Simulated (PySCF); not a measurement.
# Electron correlation in Nb³⁰⁺ (niobium, charge +30)

[Ne] 3s1, 2S determinant. Computed with PySCF 2.14 in an even-tempered Gaussian basis (18 s from 4.1 bohr⁻², ratio 2.5; 11 p from 5.4 bohr⁻², ratio 2.5; 5 d from 20 bohr⁻², ratio 2.7; 4 f from 30 bohr⁻², ratio 2.7), with the spin-free X2C one-electron Hamiltonian (Gaussian nucleus). Frozen: 1s2; 9 electrons correlated; the 19 highest virtual orbitals of each spin left out.

```csv
level,correlation energy (mhartree)
CCSD,-326.58
(T),-0.17
CCSD(T),-326.75
```

Diagnostics: T1 = 0.00013, D1 = 0.0005, largest double amplitude 0.003.

Cost of the coupled-cluster step: roughly 22 core-seconds, for 9 correlated electrons.

At this charge the one-electron X2C treatment keeps the bare 1/r₁₂, with no two-electron picture change or Breit term. The effect here is smaller than on the frozen 1s shell; and a scalar Hamiltonian misses the large spin-orbit splitting of the p shells, which matters for ns² → np² pairs.
